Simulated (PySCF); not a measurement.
Species: C6H10N2.
Cartesian coordinates in Å at the GFN2-xTB level; atoms count from 1:
```
atom  x, y, z in Å
C1    -2.985    0.668   -0.970
C2    -1.707    0.491   -1.293
C3    -0.729   -0.222   -0.497
C4    -1.132   -0.869    0.800
N5     0.463   -0.248   -0.957
N6     1.480   -0.930   -0.574
C7     2.492   -0.596    0.103
C8     2.685    0.693    0.841
H9    -3.412    0.278   -0.062
H10   -3.654    1.216   -1.612
H11   -1.317    0.902   -2.215
H12   -1.467   -0.114    1.511
H13   -1.948   -1.570    0.634
H14   -0.287   -1.407    1.228
H15    3.291   -1.325    0.147
H16    1.841    1.358    0.670
H17    2.779    0.500    1.909
H18    3.599    1.182    0.507
```

The calculation used TDDFT CAM-B3LYP/def2-SVPD, vertical, gas phase, core orbitals frozen in the response in PySCF.

Problem. What does the calculation give for the low-lying excited states?

Solution. 

| state | E (eV) | ν̃ (cm⁻¹) | f | \|μ\| (D) | main configurations (H = HOMO, L = LUMO) |
| --- | --- | --- | --- | --- | --- |
| S1 | 4.58 | 36920 | 0.019 | 1.03 | H-1→L (84%) |
| S2 | 4.87 | 39250 | 0.077 | 2.05 | H→L+1 (45%), H→L (21%), H→L+2 (16%) |
| S3 | 5.37 | 43310 | 0.679 | 5.78 | H→L (70%), H→L+1 (16%) |
| S4 | 6.30 | 50800 | 0.110 | 2.15 | H→L+2 (65%), H→L+1 (23%) |
| S5 | 6.34 | 51160 | 0.260 | 3.29 | H-1→L+1 (77%) |
| S6 | 6.83 | 55080 | 0.034 | 1.15 | H-1→L+2 (68%), H-1→L+1 (10%) |
| S7 | 6.95 | 56090 | 0.0093 | 0.59 | H→L+3 (77%), H→L+4 (8%) |
| S8 | 7.10 | 57270 | 0.0057 | 0.46 | H-2→L (77%), H-1→L+2 (8%) |

Triplets (Tamm–Dancoff): T1 3.05 eV, H→L (90%); T2 3.93 eV, H-1→L (66%), H-1→L+1 (15%), H-1→L+2 (8%); T3 4.20 eV, H→L+1 (29%), H-1→L+1 (20%), H-1→L (16%).

The lowest singlet lies at 4.58 eV (271 nm, ultraviolet) and is weak; its leading configuration is HOMO-1→LUMO (84%). The strongest level in the table is S3 at 5.37 eV (231 nm, f = 0.679). Löwdin shares by element: HOMO nitrogen 45%, carbon 29% or more (atoms not listed hold the other 26%); LUMO carbon 51% or more, nitrogen 22% or more (atoms not listed hold the other 27%). Weighted by f, the mean energy of these states is 5.69 eV. The listed states span 2.52 eV, and the widest gap between neighbours is 0.93 eV (S3 to S4). Of the 8 states listed, 6 reach f = 0.01 and none stays under 0.0005. The window holds the lowest 8 singlets.

The run took 76 s wall (grids of density and orbitals included) on one thread of an Intel Xeon Platinum 8259CL at 2.50 GHz, no GPU, on a shared host, and the process peaked at 1.1 GiB of memory.

One conformer stands for the species.
